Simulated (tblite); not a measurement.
Compound: C₆H₁₄B₂Si.
Numbering: `[CH2:1]=[CH:2]/[C:3]([CH3:4])=[CH:5]\[BH:6][SiH2:7][BH:8][CH3:9]` (hydrogens: H10, H11 on C1; H12 on C2; H13, H14, H15 on C4; H16 on C5; H17 on B6; H18, H19 on Si7; H20 on B8; H21, H22, H23 on C9)

Computed with GFN2-xTB (tblite), gas phase: L-BFGS steps from a force-field or distance-geometry start until the largest atomic force falls under 0.01 eV/Å.

Step 117: E = -655.0203 eV
```
atom  x, y, z in Å  |  force x, y, z in eV/Å
C1     -3.7235    1.1047   -0.9083    0.003  -0.032   0.007
C2     -2.4185    0.8387   -0.9054   -0.007   0.043   0.018
C3     -1.7050    0.0798    0.1034   -0.009  -0.004   0.006
C4     -2.4893   -0.4100    1.2847   -0.018  -0.001   0.026
C5     -0.3800   -0.1879   -0.0187   -0.012   0.001  -0.010
B6      0.5955    0.2198   -1.1247    0.003   0.044  -0.017
Si7     2.2458   -0.8183   -1.3656   -0.004   0.006  -0.027
B8      3.4561    0.0510   -0.0891    0.031   0.006   0.008
C9      3.3702   -0.2578    1.4509    0.009   0.017  -0.002
H10    -4.3965    0.7412   -0.1493    0.015   0.001  -0.025
H11    -4.1729    1.6943   -1.6903    0.019  -0.009   0.018
H12    -1.8022    1.2218   -1.7059   -0.021  -0.009  -0.025
H13    -3.2884   -1.0836    0.9739    0.040   0.007  -0.028
H14    -2.9500    0.4344    1.7974    0.006  -0.011   0.015
H15    -1.8470   -0.9370    1.9871   -0.017   0.010  -0.010
H16     0.0289   -0.8103    0.7750   -0.014  -0.001   0.028
H17     0.4371    1.2219   -1.7215    0.014  -0.033   0.007
H18     2.0876   -2.2635   -1.0734   -0.012   0.000  -0.018
H19     2.7561   -0.8304   -2.7569   -0.010  -0.020   0.027
H20     4.1834    0.9127   -0.4251   -0.023  -0.010   0.023
H21     4.3391   -0.2160    1.9487   -0.017   0.001   0.000
H22     2.9023   -1.2067    1.7084    0.003   0.010  -0.012
H23     2.7662    0.5280    1.9150    0.019  -0.016  -0.009
```

Step 118: E = -655.0209 eV
```
atom  x, y, z in Å  |  force x, y, z in eV/Å
C1     -3.7286    1.0983   -0.9142    0.003  -0.022   0.011
C2     -2.4218    0.8416   -0.9063   -0.005   0.034   0.019
C3     -1.7082    0.0849    0.1041   -0.003  -0.022   0.000
C4     -2.4922   -0.4091    1.2840   -0.019   0.003   0.022
C5     -0.3828   -0.1821   -0.0166   -0.014   0.012  -0.007
B6      0.5928    0.2269   -1.1218    0.004   0.048  -0.025
Si7     2.2417   -0.8141   -1.3614    0.000  -0.006  -0.012
B8      3.4629    0.0447   -0.0878    0.013   0.021   0.009
C9      3.3813   -0.2608    1.4534    0.024   0.006  -0.014
H10    -4.4021    0.7294   -0.1586    0.013  -0.002  -0.017
H11    -4.1790    1.6876   -1.6955    0.018  -0.010   0.008
H12    -1.8051    1.2281   -1.7050   -0.022  -0.006  -0.018
H13    -3.2864   -1.0876    0.9708    0.041   0.013  -0.021
H14    -2.9580    0.4334    1.7949   -0.001  -0.014   0.018
H15    -1.8482   -0.9323    1.9880   -0.023   0.014  -0.017
H16     0.0246   -0.8045    0.7778   -0.009   0.002   0.023
H17     0.4315    1.2268   -1.7228    0.020  -0.047   0.019
H18     2.0773   -2.2604   -1.0737   -0.012   0.013  -0.017
H19     2.7500   -0.8262   -2.7523   -0.004  -0.019   0.009
H20     4.1928    0.9040   -0.4254   -0.022  -0.017   0.020
H21     4.3551   -0.2284    1.9422   -0.015   0.004   0.010
H22     2.9079   -1.2056    1.7156   -0.005   0.018  -0.013
H23     2.7898    0.5322    1.9207    0.017  -0.022  -0.008
```

Step 119: E = -655.0214 eV
```
atom  x, y, z in Å  |  force x, y, z in eV/Å
C1     -3.7342    1.0914   -0.9193    0.007  -0.005   0.012
C2     -2.4259    0.8439   -0.9078    0.000   0.016   0.015
C3     -1.7113    0.0892    0.1038   -0.005  -0.023  -0.003
C4     -2.4949   -0.4086    1.2826   -0.008   0.009   0.006
C5     -0.3855   -0.1752   -0.0157    0.000   0.017   0.001
B6      0.5911    0.2362   -1.1196    0.006   0.028  -0.014
Si7     2.2369   -0.8107   -1.3572    0.004  -0.011   0.012
B8      3.4682    0.0396   -0.0862   -0.008   0.026   0.007
C9      3.3929   -0.2638    1.4557    0.030  -0.002  -0.013
H10    -4.4074    0.7190   -0.1660    0.005  -0.011  -0.002
H11    -4.1860    1.6802   -1.6998    0.014  -0.007  -0.007
H12    -1.8099    1.2323   -1.7064   -0.021  -0.003  -0.006
H13    -3.2844   -1.0906    0.9660    0.028   0.011  -0.014
H14    -2.9643    0.4319    1.7930   -0.011  -0.013   0.021
H15    -1.8499   -0.9296    1.9872   -0.020   0.013  -0.015
H16     0.0217   -0.7967    0.7801   -0.008   0.009   0.008
H17     0.4305    1.2354   -1.7214    0.019  -0.044   0.021
H18     2.0655   -2.2573   -1.0713   -0.013   0.023  -0.014
H19     2.7437   -0.8266   -2.7471    0.005  -0.017  -0.015
H20     4.1993    0.8970   -0.4254   -0.016  -0.016   0.012
H21     4.3720   -0.2414    1.9351   -0.025   0.004   0.013
H22     2.9129   -1.2044    1.7220   -0.005   0.029  -0.012
H23     2.8142    0.5360    1.9281    0.022  -0.034  -0.013
```

Task: Estimate the geometry and energy of step 120. (The exact step hangs on the optimiser's Hessian estimate; all steps are aligned on step 119, rigid shifts and turns removed.)

Result: E = -655.0217 eV, largest force 0.047 eV/Å
```
atom  x, y, z in Å  |  force x, y, z in eV/Å
C1     -3.7364    1.0884   -0.9188    0.000   0.013   0.008
C2     -2.4272    0.8471   -0.9079    0.012  -0.005   0.009
C3     -1.7109    0.0925    0.1027    0.006  -0.012  -0.005
C4     -2.4933   -0.4087    1.2810    0.003   0.013  -0.013
C5     -0.3848   -0.1700   -0.0173    0.004   0.020   0.010
B6      0.5918    0.2416   -1.1214    0.010  -0.004   0.005
Si7     2.2347   -0.8116   -1.3552    0.003  -0.009   0.024
B8      3.4686    0.0366   -0.0847   -0.026   0.018   0.000
C9      3.3956   -0.2650    1.4573    0.022  -0.024  -0.034
H10    -4.4076    0.7143   -0.1652   -0.004  -0.019   0.011
H11    -4.1909    1.6768   -1.6975    0.010  -0.002  -0.018
H12    -1.8140    1.2364   -1.7083   -0.017  -0.002   0.005
H13    -3.2794   -1.0920    0.9606    0.007   0.005  -0.008
H14    -2.9640    0.4293    1.7934   -0.021  -0.009   0.021
H15    -1.8477   -0.9302    1.9839   -0.010   0.007  -0.006
H16     0.0223   -0.7911    0.7795   -0.006   0.014  -0.006
H17     0.4331    1.2395   -1.7244    0.014  -0.029   0.014
H18     2.0574   -2.2577   -1.0694   -0.014   0.027  -0.010
H19     2.7424   -0.8322   -2.7437    0.011  -0.014  -0.031
H20     4.1973    0.8950   -0.4239   -0.003  -0.005   0.003
H21     4.3743   -0.2420    1.9347    0.010   0.005   0.029
H22     2.9159   -1.2046    1.7264   -0.012   0.015  -0.013
H23     2.8183    0.5349    1.9285    0.001  -0.003   0.004
```

The energy changes by -0.0003 eV. The first-order estimate −F·Δx gives -0.0006 eV and the mean of the old and new forces, exact on a quadratic surface, -0.0003 eV. The step makes an angle of 79° with the force vector and moves no atom by more than 0.008 Å.

The cost below is that of the whole relaxation. The run took 5.2 s wall on one thread, Intel Xeon at 2.50 GHz (x86_64), shared host with 64 logical CPUs at a one-minute load of 63.
